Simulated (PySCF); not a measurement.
**Computed properties of GaFBr₂, SMILES [F][Ga]([Br])[Br]**

GaFBr₂, SMILES [F][Ga]([Br])[Br]. Geometry: ωB97X-D3(BJ)/def2-SVP. The structure was generated by enumeration; whether it is a known compound was not checked. Other conformers were not sampled. All values are computed for the isolated molecule unless a solvent is named; none is compared with measurement here.

**Structure.** The optimised structure has C2v symmetry. All 6 harmonic modes at ωB97X-D3(BJ)/def2-SVP (PySCF) are real, so it is a minimum. With heavy atoms numbered as in [Ga:1]([F:2])([Br:3])[Br:4], the shortest bond between them is Ga1–F2 at 1.740 Å and the longest Ga1–Br4 at 2.243 Å.

**Vibrations.** The strongest infrared lines (harmonic, unscaled, degenerate partners summed) lie at 385 cm⁻¹ (89 km/mol, Ga 65 %, Br 35 %), 734 cm⁻¹ (75 km/mol, F 78 %, Ga 22 %), 163 cm⁻¹ (21 km/mol, F 80 %, Br 16 %). The softest mode is at 88 cm⁻¹ and the zero-point energy is 2.6 kcal/mol.

**Electronic structure.** M06-2X/def2-TZVP (PySCF) places the frontier levels at -10.25 and -1.25 eV, a gap of 9.00 eV, and gives a dipole moment of 1.18 D and a mean polarisability of 61.8 bohr³. PBE/def2-TZVP (PySCF) at the same geometry gives -7.69 and -3.06 eV, so its gap is 4.37 eV narrower. An orbital gap is neither the optical nor the fundamental gap.

**Excitations.** TDDFT-B3LYP/def2-SVPD (PySCF) has S1 at 5.10 eV (243 nm, f = 0.014, weak); the most intense of the 10 singlets computed lies at 7.10 eV (f = 0.40). T1 (TDA) is at 4.75 eV. TDDFT-PBE/def2-SVPD (PySCF) puts S1 at 4.69 eV. No vertical singlet excitation falls in the visible range (under 3.1 eV).

**NMR.** GIAO shifts at B3LYP/pcSseg-1 (PySCF) (non-relativistic, atoms alike by connectivity averaged): ¹⁹F at -95.0 ppm against CFCl3. Without spin–orbit terms, shifts of atoms bonded to Cl or Br come out too high.
